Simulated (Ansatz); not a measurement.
Compare A (`CO[SiH](N)Cl`) with its isomer B (`N[SiH](O)CCl`).

Gas-phase electronic energies from Ansatz, PBE0-D4/def2-TZVP geometries. CCSD(T)/CBS is the MP2 limit (def2-TZVPP, def2-QZVPP) plus CCSD(T) − MP2 in def2-TZVPP, frozen cores. DFT in def2-TZVPP. B3LYP here is the variant with VWN-RPA as its local correlation; programs differ in this. One conformer a species, not always the lowest.

Q: Which is lower in electronic energy at CCSD(T)/CBS, and by how much? (An estimate is asked.)

A: The calculation gave: A, by 78.3 kJ/mol.

Q: Give E(B) − E(A) in kJ/mol with PBE-D4, CCSD(T)/def2-TZVPP, B3LYP-D4, r2SCAN-D4, CCSD/def2-TZVPP, B2PLYP, MP2/def2-TZVPP. (Estimate.)

A: The calculation gave: PBE-D4 75.5, CCSD(T)/def2-TZVPP 80.0, B3LYP-D4 83.2, r2SCAN-D4 82.6, CCSD/def2-TZVPP 82.5, B2PLYP 83.9, MP2/def2-TZVPP 80.4. None reverses the order clearly.

Largest T1 diagnostic: 0.010.

From PBE to PBE0 (25 % exact exchange), in def2-TZVPP and without D4, E(B) − E(A) moves by +3.7 kJ/mol. In def2-TZVPP, CCSD(T) changes the Hartree–Fock value by −19.0 kJ/mol (the triples alone add −2.5 kJ/mol) and MP2 by −18.5 kJ/mol.
